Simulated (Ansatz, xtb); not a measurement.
Isomers of Cl2GeH4Si in order of energy

3 gas-phase structures of Cl2GeH4Si, found in a search over its isomers (lower ones may exist). Each was relaxed with GFN2-xTB; where two conformers were screened, the lower at r2SCAN-D4/def2-SVP is listed:

A. `Cl[SiH2][GeH2][Cl]`, a singlet
B. `Cl[SiH](Cl)[GeH3]`, a singlet
C. `[SiH3][GeH]([Cl])[Cl]`, a singlet

Question: Make a reasoned guess at their ranking by r2SCAN-D4/def2-SVP single-point energy.

Answer: Calculated order at r2SCAN-D4/def2-SVP: B (0.000), C (0.276), A (0.288) eV. Less than 1 kcal/mol parts C and A, so the order within that pair means little.

Energies above the lowest of each column, in eV; the last columns are at B3LYP-D3(BJ)/def2-SVP geometries:

```tsv
structure	GFN2-xTB	HF/STO-3G	r2SCAN-D4/def2-SVP	B3LYP-D3(BJ)/def2-SVP	CCSD(T)/def2-SVP + ΔMP2/def2-TZVPP
B	0.679	0.051	0.000	0.000	0.000
C	0.000	0.000	0.276	0.281	0.381
A	0.302	0.103	0.288	0.240	0.277
```

CCSD(T)/def2-SVP + ΔMP2/def2-TZVPP puts B lowest; GFN2-xTB picks C, HF/STO-3G picks C. CCSD(T)/def2-SVP + ΔMP2/def2-TZVPP orders those it was run on as B (0.000), A (0.277), C (0.381) eV. Flexible structures stand in one conformer each, not always the lowest. ΔMP2 is the change of the MP2 energy from the smaller to the larger basis.

Programs: Ansatz 0.2.0, xtb 6.7.1.
